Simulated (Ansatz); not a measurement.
Ge14NH24, a doped nanocrystal cut from the lattice of germanium (N on a surface site). Total charge 0; doublet. Geometry PBE-D4/def2-SVP, basis def2-TZVP, Ansatz.

```xyz
39

Ge   -0.0022   -0.1832   -1.4406
Ge    0.4143   -3.7626   -0.0814
Ge   -3.2412    3.9669   -0.7101
Ge   -2.7709    0.5351    1.2374
Ge    0.9073   -0.6940    2.4205
Ge    0.3468    3.0179    0.8206
Ge    2.3886   -0.3469   -1.9121
Ge   -0.8212    4.1792   -0.9869
Ge    2.7473   -3.4347   -0.7326
Ge   -0.9510   -2.4283   -1.6089
Ge   -0.3586    0.6733    0.8284
Ge    0.1022   -2.9977    2.2197
Ge   -3.9270    1.6222   -0.6205
Ge    3.3090   -0.5386    1.9651
N     3.1441   -1.5847   -0.6971
H    -0.6304    0.7810   -2.4927
H     0.1024   -5.2842   -0.2229
H    -3.9837    4.7134   -1.8568
H    -3.6462    4.6456    0.6308
H    -3.1946   -0.9573    1.3662
H    -3.1293    1.2512    2.5721
H     4.1674   -1.4632   -0.6819
H     0.5529   -0.1973    3.8611
H     1.8875    3.1022    0.6175
H     0.0018    3.6853    2.1835
H     2.6571   -0.7957   -3.3868
H     3.1455    0.9862   -1.6528
H    -0.4057    3.5401   -2.3429
H    -0.4198    5.6832   -1.0329
H     3.0253   -4.0168   -2.1572
H     3.7469   -4.0746    0.2722
H    -0.8426   -2.9764   -3.0620
H    -2.4495   -2.4361   -1.1905
H    -1.4082   -3.0954    2.5867
H     0.8878   -3.9430    3.1768
H    -3.5216    0.9121   -1.9441
H    -5.4737    1.5149   -0.4780
H     3.5666    0.8005    1.1933
H     4.0767   -0.3996    3.3395
```

| run | HOMO (eV) | LUMO (eV) |
| --- | --- | --- |
| A | -4.52 | -3.53 |
| B | -8.01 | 0.98 |
| C | -5.54 | -2.67 |
| D | -4.87 | -3.22 |

Single mean-field runs in def2-TZVP are fitted with def2-universal-jkfit.

HOMO and LUMO are taken over both spins.

Task: The runs used HF, PBE, PBE0, r2SCAN. Estimate which is which.

Result: A PBE (0 % exact exchange); B HF (100 % exact exchange); C PBE0 (25 % exact exchange); D r2SCAN (0 % exact exchange). Exact exchange lowers occupied and raises empty levels; among semilocal functionals meta-GGAs tend to open the gap a little, and such runs are hard to tell apart. The gap grows from 0.99 eV (PBE) to 8.99 eV (HF).
